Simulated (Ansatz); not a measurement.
C3H8BF can be A, `CCB(C)F`, or B, `BC(F)CC`.

Isolated molecules relaxed with PBE0-D4/def2-TZVP in Ansatz; ΔE leaves out vibrations. CCSD(T)/CBS adds triple-zeta CCSD(T) − MP2 to the extrapolated MP2 energy (def2 sets, frozen cores). Functionals use def2-TZVPP. B3LYP here is the variant with VWN-RPA as its local correlation; programs differ in this. One conformer a species, not always the lowest.

(1) Which isomer does CCSD(T)/CBS put lower? Give the gap. (An estimate is asked.)

(2) Give E(B) − E(A) in kcal/mol with ωB97M-V, CCSD/def2-TZVPP, B3LYP-D4, PBE0-D4, B2PLYP, r2SCAN-D4, CCSD(T)/def2-TZVPP. (Best estimate.)

Largest T1 diagnostic: 0.011.

Answers

(1) The calculation gave: A, by 69.9 kcal/mol.

(2) Ansatz gave: ωB97M-V 69.8, CCSD/def2-TZVPP 70.0, B3LYP-D4 69.2, PBE0-D4 70.0, B2PLYP 70.3, r2SCAN-D4 71.2, CCSD(T)/def2-TZVPP 70.0. None reverses the order clearly.

In def2-TZVPP, CCSD(T) changes the Hartree–Fock value by +1.7 kcal/mol (the triples alone add +0.1 kcal/mol) and MP2 by +3.6 kcal/mol.
